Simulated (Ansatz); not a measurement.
```xyz
11

O    -0.548   -1.876    0.557
Si    0.164   -0.377    0.639
Si    1.643   -0.123   -1.160
Al   -1.595    1.329    0.656
Cl   -3.509    0.427    0.721
H    -1.490   -1.907    0.741
H     0.978   -0.253    1.889
H     2.668   -1.200   -1.198
H     0.904   -0.119   -2.452
H     2.330    1.191   -1.010
H    -1.546    2.909    0.616
```

The species carries charge 0 and has multiplicity 1.

Task: List the CAM-B3LYP/def2-TZVPP orbital energies in eV (Ansatz). (Best estimate.)

Result: The calculation gave: Occupied: -2764.24, -1801.40, -1800.85, -1527.42, -522.63, -259.03, -198.03, -197.97, -197.95, -145.92, -145.47, -115.41, -101.27, -101.23, -101.22, -100.79, -100.79, -100.79, -76.15, -76.00, -75.91, -29.65, -24.39, -17.87, -16.42, -14.73, -13.39, -12.45, -11.84, -11.45, -11.34, -11.30, -11.01, -10.82, -9.51, -8.64. Lowest empty: -1.13, -0.01, 0.86, 1.47, 1.80, 2.05, 2.43, 2.55.
